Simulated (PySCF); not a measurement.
B(Cl)(F)(SH) (BClFHS), SMILES FB(S)Cl.

Geometry optimised at B3LYP-D3(BJ)/def2-SVP. Other conformers were not sampled.

Vertical ionisation energy (IE) and electron affinity (EA) in eV. Rows of orbital energies are one-electron estimates. Where ΔSCF, EOM or ADC give a negative EA the extra electron is unbound and the value depends on the basis.

| level | IE | EA |
|---|---|---|
| −ε(HOMO), −ε(LUMO), PBE0/def2-TZVPD (PySCF) | 8.42 | 0.83 |
| ADC(2)/aug-cc-pVDZ (PySCF) | 10.51 | -0.60 |

**Question.** Beyond the first one, list the lowest photoelectron lines from ADC(2)/aug-cc-pVDZ (PySCF 2.14.0) with their pole strengths (two spins summed). (The exact figures need the calculation; the answer reports its results.)

**Answer.** 11.81 eV (1.81), 12.18 eV (1.79), 12.46 eV (1.80), 13.81 eV (1.80), 15.62 eV (1.73).
